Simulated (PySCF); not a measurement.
**`COC(F)=C=CF`, C$_{4}$H$_{4}$F$_{2}$O**

Geometry:
```csv
atom,x (Å),y (Å),z (Å)
C1,-1.621,-0.603,-0.152
O2,-1.230,0.087,1.013
C3,0.038,0.465,1.080
F4,0.240,1.108,2.212
C5,0.993,0.258,0.197
C6,1.944,0.042,-0.670
F7,2.226,0.866,-1.682
H8,-2.690,-0.820,-0.043
H9,-1.056,-1.544,-0.259
H10,-1.451,0.015,-1.049
H11,2.611,-0.830,-0.671
```

Computed with TDDFT CAM-B3LYP/def2-TZVPD excited states, vertical, gas phase in PySCF 2.14.0. Geometry: PBE0-D3(BJ)/def2-SVP.

Q: Give the one- and two-photon strengths of the lowest singlets.

A: δ for parallel linear polarisation; σ at the peak of a Lorentzian of half width 0.1 eV, single beam; Ω is circular over linear.
| state | E (eV) | f | photon λ (nm) | δ (au) | σ (GM) | Ω | main |
| --- | --- | --- | --- | --- | --- | --- | --- |
| S1 | 5.00 | 0.000 | 496 | 0.7 | 0.01 | 1.32 | HOMO→LUMO+1 0.93 |
| S2 | 6.28 | 0.002 | 395 | 1.28 | 0.02 | 0.69 | HOMO−1→LUMO+2 0.52, HOMO−1→LUMO 0.25 |
| S3 | 6.46 | 0.058 | 384 | 82.7 | 1.26 | 0.32 | HOMO→LUMO 0.77 |
| S4 | 6.67 | 0.023 | 372 | 42.3 | 0.69 | 0.14 | HOMO→LUMO+2 0.45, HOMO−1→LUMO+1 0.22 |
| S5 | 7.29 | 0.030 | 340 | 32.4 | 0.63 | 1.37 | HOMO→LUMO+3 0.67, HOMO→LUMO 0.10 |
| S6 | 7.38 | 0.082 | 336 | 30.2 | 0.60 | 1.32 | HOMO−1→LUMO 0.48, HOMO−1→LUMO+4 0.13 |

Among these, the strongest one-photon state is S6, the strongest two-photon state S3, with a dipole change of 1.1 D (relaxed, norm of the difference vector).
